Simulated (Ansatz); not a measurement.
What each rung costs, and what it gives

Saddle point of AlH$_{3}$O$_{2}$F$_{2}$, closed shell (AlH₃O₂F₂ ([OH][OH][AlH]([F])[F]) → AlHO₂F₂ ([F][Al]1([F])[O][OH]1) + H₂; bonds formed: Al1–O7, H2–H5; dative contacts that become bonds: Al1–O6; bonds broken: Al1–H2, H5–O6), PBE0-D4/def2-TZVP structure:

Al1  (-0.993, 0.008, -0.406)
H2  (-0.461, -1.633, -0.178)
F3  (-1.437, 0.305, -1.954)
F4  (-1.894, 0.542, 0.852)
H5  (0.407, -1.053, 0.034)
O6  (0.836, 0.094, -0.126)
O7  (1.312, 0.792, 1.018)
H8  (2.230, 0.944, 0.760)
(Å)

Barriers are electronic and count from the start structure reached by relaxing down the imaginary mode.

Ansatz 0.2.0; basis: as named in each row; cores frozen in the correlated methods. B3LYP uses VWN-RPA correlation. Extrapolation: Hartree–Fock as exp(−7.88 √X), correlation as X^−2.97.

Times are rough, for one single point on 4 threads of a shared host (AMD EPYC 7R43).

The estimate by CCSD(T) at an estimated basis limit (MP2 extrapolated from triple and quadruple zeta, plus CCSD(T) − MP2 in triple zeta) is 108.0 kJ/mol.

```json
{"method": "HF", "basis": "STO-3G", "time (s)": "under 1", "barrier (kJ/mol)": "208.8", "method less estimate": "100.8"}
{"method": "PBE-D4", "basis": "STO-3G", "time (s)": "under 1", "barrier (kJ/mol)": "99.9", "method less estimate": "-8.1"}
{"method": "SPW92", "basis": "def2-SVP", "time (s)": "under 1", "barrier (kJ/mol)": "82.5", "method less estimate": "-25.5"}
{"method": "B3LYP-D4", "basis": "6-31G", "time (s)": "under 1", "barrier (kJ/mol)": "134.4", "method less estimate": "26.4"}
{"method": "PBE-D4", "basis": "def2-SVP", "time (s)": "under 1", "barrier (kJ/mol)": "85.3", "method less estimate": "-22.7"}
{"method": "SPW92", "basis": "def2-TZVPP", "time (s)": "1", "barrier (kJ/mol)": "78.0", "method less estimate": "-30.0"}
{"method": "PBE0-D4", "basis": "def2-SVP", "time (s)": "1", "barrier (kJ/mol)": "103.9", "method less estimate": "-4.1"}
{"method": "BLYP-D4", "basis": "def2-TZVPP", "time (s)": "2", "barrier (kJ/mol)": "85.0", "method less estimate": "-23.0"}
{"method": "PBE-D4", "basis": "def2-TZVPP", "time (s)": "2", "barrier (kJ/mol)": "80.0", "method less estimate": "-28.0"}
{"method": "B3LYP-D4", "basis": "def2-TZVPP", "time (s)": "3", "barrier (kJ/mol)": "98.4", "method less estimate": "-9.6"}
{"method": "BHLYP-D4", "basis": "def2-TZVPP", "time (s)": "3", "barrier (kJ/mol)": "118.4", "method less estimate": "10.4"}
{"method": "r2SCAN-D4", "basis": "def2-TZVPP", "time (s)": "3", "barrier (kJ/mol)": "87.5", "method less estimate": "-20.5"}
{"method": "PBE0-D4", "basis": "def2-TZVPP", "time (s)": "3", "barrier (kJ/mol)": "96.7", "method less estimate": "-11.3"}
{"method": "wB97M-V", "basis": "def2-SVP", "time (s)": "4", "barrier (kJ/mol)": "113.4", "method less estimate": "5.4"}
{"method": "CAM-B3LYP-D4", "basis": "def2-TZVPP", "time (s)": "4", "barrier (kJ/mol)": "105.5", "method less estimate": "-2.5"}
{"method": "r2SCAN0-D4", "basis": "def2-TZVPP", "time (s)": "4", "barrier (kJ/mol)": "101.1", "method less estimate": "-6.9"}
{"method": "CCSD(T)", "basis": "def2-SVP", "time (s)": "5", "barrier (kJ/mol)": "118.6", "method less estimate": "10.6"}
{"method": "PBE-QIDH", "basis": "def2-TZVPP", "time (s)": "6", "barrier (kJ/mol)": "105.5", "method less estimate": "-2.5"}
{"method": "RPA on PBE", "basis": "def2-TZVPP", "time (s)": "6", "barrier (kJ/mol)": "106.7", "method less estimate": "-1.3"}
{"method": "B97M-V", "basis": "def2-TZVPP", "time (s)": "6", "barrier (kJ/mol)": "101.9", "method less estimate": "-6.1"}
{"method": "wB97X-V", "basis": "def2-TZVPP", "time (s)": "6", "barrier (kJ/mol)": "107.3", "method less estimate": "-0.7"}
{"method": "B2PLYP", "basis": "def2-TZVPP", "time (s)": "6", "barrier (kJ/mol)": "101.0", "method less estimate": "-7.0"}
{"method": "wB97M-V", "basis": "def2-TZVPP", "time (s)": "7", "barrier (kJ/mol)": "108.1", "method less estimate": "0.1"}
{"method": "MP2", "basis": "def2-QZVPP", "time (s)": "22", "barrier (kJ/mol)": "99.1", "method less estimate": "-8.9"}
{"method": "CCSD(T)", "basis": "def2-TZVPP", "time (s)": "96", "barrier (kJ/mol)": "108.3", "method less estimate": "0.3"}
```

All methods are single points on the PBE0-D4 structures.

The T1 diagnostic stays at or below 0.014.

Labels in which every atom is bracketed show which atoms are joined, not bond orders.
